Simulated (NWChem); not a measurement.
System: C4H4F2; SMILES C=C(F)C(=C)F

Excerpt of the output:

```
             Northwest Computational Chemistry Package (NWChem) 7.3.0
             --------------------------------------------------------

 C2H symmetry detected

                             Geometry "geometry" -> ""
                             -------------------------

 Output coordinates in angstroms (scale by  1.889725989 to convert to a.u.)

  No.       Tag          Charge          X              Y              Z
 ---- ---------------- ---------- -------------- -------------- --------------
    1 C                    6.0000     1.35556485    -1.26917500     0.00000000
    2 C                    6.0000     0.14207676    -0.71806863     0.00000000
    3 F                    9.0000    -0.96037549    -1.46760649     0.00000000
    4 C                    6.0000    -0.14207676     0.71806863     0.00000000
    5 C                    6.0000    -1.35556485     1.26917500     0.00000000
    6 F                    9.0000     0.96037549     1.46760649     0.00000000
    7 H                    1.0000     1.46938534    -2.35370382     0.00000000
    8 H                    1.0000     2.23735661    -0.63070703     0.00000000
    9 H                    1.0000    -2.23735661     0.63070703     0.00000000
   10 H                    1.0000    -1.46938534     2.35370382     0.00000000

 Effective nuclear repulsion energy (a.u.)     225.5761214842

      Symmetry information
      --------------------

 Group name             C2h
 Group number             21
 Group order               4
 No. of unique centers     5

  pbe96 is a nonlocal functional; adding pw91lda local functional.

                                 NWChem DFT Module
                                 -----------------

 Summary of "ao basis" -> "ao basis" (spherical)
 ------------------------------------------------------------------------------
       Tag                 Description            Shells   Functions and Types
 ---------------- ------------------------------  ------  ---------------------
 C                          def2-svp                 6       14   3s2p1d
 F                          def2-svp                 6       14   3s2p1d
 H                          def2-svp                 3        5   2s1p

      Symmetry analysis of basis
      --------------------------

        ag         38
        au         14
        bg         14
        bu         38

            General Information
            -------------------
          SCF calculation type: DFT
          Wavefunction type:  closed shell.
          No. of atoms     :    10
          No. of electrons :    46
           Alpha electrons :    23
            Beta electrons :    23
          Charge           :     0
          Spin multiplicity:     1
          Use of symmetry is: on ; symmetry adaption is: on
          Maximum number of iterations: 150
          AO basis - number of functions:   104
                     number of shells:    48
          Convergence on energy requested:  1.00D-06
          Convergence on density requested:  1.00D-05
          Convergence on gradient requested:  5.00D-04

              XC Information
              --------------
          PerdewBurkeErnzerhof Exchange Functional  1.000
            Perdew 1991 LDA Correlation Functional  1.000 local
           PerdewBurkeErnz. Correlation Functional  1.000 non-local

             Grid Information
             ----------------
          Grid used for XC integration:  medium
          Radial quadrature: Mura-Knowles
          Angular quadrature: Lebedev.
          Tag              B.-S. Rad. Rad. Pts. Rad. Cut. Ang. Pts.
          ---              ---------- --------- --------- ---------
          C                   0.70       49          12.0       434
          F                   0.50       49          10.0       434
          H                   0.35       45          13.0       434
          Grid pruning is: on
          Number of quadrature shells:   237
          Spatial weights used:  Erf1

      Superposition of Atomic Density Guess
      -------------------------------------

 Sum of atomic energies:        -351.08138089

      Non-variational initial energy
      ------------------------------

 Total energy =    -353.993215
 1-e energy   =    -929.860510
 2-e energy   =     350.291173
 HOMO         =      -0.267324
 LUMO         =      -0.020920

      Symmetry analysis of molecular orbitals - initial
      -------------------------------------------------

  Numbering of irreducible representations:

     1 ag          2 au          3 bg          4 bu

  Orbital symmetries:

     1 ag          2 bu          3 ag          4 bu          5 ag
     6 bu          7 ag          8 bu          9 ag         10 bu
    11 ag         12 bu         13 ag         14 au         15 bu
    16 bg         17 ag         18 bu         19 bu         20 ag
    21 ag         22 au         23 bg         24 au         25 bu
    26 ag         27 bg         28 bu         29 ag         30 bu
    31 ag         32 bu         33 ag

     ---------------------------------------------
      Total Density - Mulliken Population Analysis
     ---------------------------------------------

    Atom       Charge   Shell Charges
 -----------   ------   -------------------------------------------------------
    1 C    6     6.36   1.99  0.97  0.28  2.08  1.03  0.02
    2 C    6     5.50   1.99  0.92  0.19  1.65  0.67  0.08
    3 F    9     9.36   1.99  1.14  0.77  3.43  2.04  0.01
    4 C    6     5.50   1.99  0.92  0.19  1.65  0.67  0.08
    5 C    6     6.36   1.99  0.97  0.28  2.08  1.03  0.02
    6 F    9     9.36   1.99  1.14  0.77  3.43  2.04  0.01
    7 H    1     0.89   0.66  0.20  0.03
    8 H    1     0.88   0.66  0.20  0.03
    9 H    1     0.88   0.66  0.20  0.03
   10 H    1     0.89   0.66  0.20  0.03

   convergence    iter        energy       DeltaE   RMS-Dens  Diis-err
 ---------------- ----- ----------------- --------- --------- ---------
 d= 0,ls=0.0,diis     1   -353.6940408041 -5.79D+02  1.88D-02  1.06D+00
 d= 0,ls=0.0,diis     2   -353.4621877243  2.32D-01  1.17D-02  3.34D+00
 d= 0,ls=0.0,diis     3   -353.7995187521 -3.37D-01  3.63D-03  8.79D-02
 d= 0,ls=0.0,diis     4   -353.8051298323 -5.61D-03  1.72D-03  4.80D-02
 d= 0,ls=0.0,diis     5   -353.8113522329 -6.22D-03  2.72D-04  2.13D-03
  Resetting Diis
 d= 0,ls=0.0,diis     6   -353.8115075827 -1.55D-04  8.97D-05  6.61D-05
 d= 0,ls=0.0,diis     7   -353.8115170864 -9.50D-06  2.32D-05  1.04D-06
 d= 0,ls=0.0,diis     8   -353.8115169966  8.98D-08  1.43D-05  1.74D-06
 d= 0,ls=0.0,diis     9   -353.8115171867 -1.90D-07  3.40D-06  2.45D-07

         Total DFT energy =     -353.811517186671
      One electron energy =     -933.157953673678
           Coulomb energy =      397.404516384176
    Exchange-Corr. energy =      -43.634201381364
 Nuclear repulsion energy =      225.576121484195

 Numeric. integr. density =       45.999983149375

                  Occupations of the irreducible representations
                  ----------------------------------------------

                     irrep           alpha         beta
                     --------     --------     --------
                     ag               10.0         10.0
                     au                2.0          2.0
                     bg                2.0          2.0
                     bu                9.0          9.0

                       DFT Final Molecular Orbital Analysis
                       ------------------------------------

 Vector   21  Occ=2.000000D+00  E=-3.140604D-01  Symmetry=ag
              MO Center= -2.6D-15, -5.3D-17, -8.2D-17, r^2= 3.2D+00
   Bfn.  Coefficient  Atom+Function         Bfn.  Coefficient  Atom+Function
  ----- ------------  ---------------      ----- ------------  ---------------
    33      0.350582   3 F  py               75     -0.350582   6 F  py
    36     -0.237786   3 F  py               78      0.237786   6 F  py
    19      0.231773   2 C  py               47     -0.231773   4 C  py
    32     -0.190838   3 F  px               74      0.190838   6 F  px
     4      0.177497   1 C  px               60     -0.177497   5 C  px

 Vector   22  Occ=2.000000D+00  E=-2.642999D-01  Symmetry=au
              MO Center=  5.1D-15, -6.9D-15, -2.0D-16, r^2= 3.0D+00
   Bfn.  Coefficient  Atom+Function         Bfn.  Coefficient  Atom+Function
  ----- ------------  ---------------      ----- ------------  ---------------
    34      0.307038   3 F  pz               76      0.307038   6 F  pz
    20      0.274811   2 C  pz               48      0.274811   4 C  pz
     6      0.233298   1 C  pz               62      0.233298   5 C  pz
    37     -0.225622   3 F  pz               79     -0.225622   6 F  pz
     9      0.144016   1 C  pz               65      0.144016   5 C  pz

 Vector   23  Occ=2.000000D+00  E=-2.197302D-01  Symmetry=bg
              MO Center= -1.1D-14,  1.2D-14,  9.3D-16, r^2= 3.8D+00
   Bfn.  Coefficient  Atom+Function         Bfn.  Coefficient  Atom+Function
  ----- ------------  ---------------      ----- ------------  ---------------
     6      0.353827   1 C  pz               62     -0.353827   5 C  pz
     9      0.276990   1 C  pz               65     -0.276990   5 C  pz
    20      0.228643   2 C  pz               48     -0.228643   4 C  pz
    34      0.146810   3 F  pz               76     -0.146810   6 F  pz
    37     -0.113819   3 F  pz               79      0.113819   6 F  pz

[...]
```

Level: PBE/def2-SVP. The geometry was optimised at PBE0/def2-SVP.

Question: Reconstruct the input file.

Answer: One answer among several that fit: the input that was run:
```
start job
memory heap 200 mb stack 900 mb global 1100 mb
geometry units angstroms noautoz
  C      1.367354    -1.256465     0.000000
  C      0.148774    -0.716711     0.000000
  F     -0.946633    -1.476508     0.000000
  C     -0.148774     0.716711     0.000000
  C     -1.367354     1.256465     0.000000
  F      0.946633     1.476508     0.000000
  H      1.491294    -2.339884     0.000000
  H      2.243147    -0.609793     0.000000
  H     -2.243147     0.609793     0.000000
  H     -1.491294     2.339884     0.000000
end
basis spherical
  * library def2-svp
end
dft
  xc xpbe96 cpbe96
  iterations 150
  mulliken
end
task dft energy
```
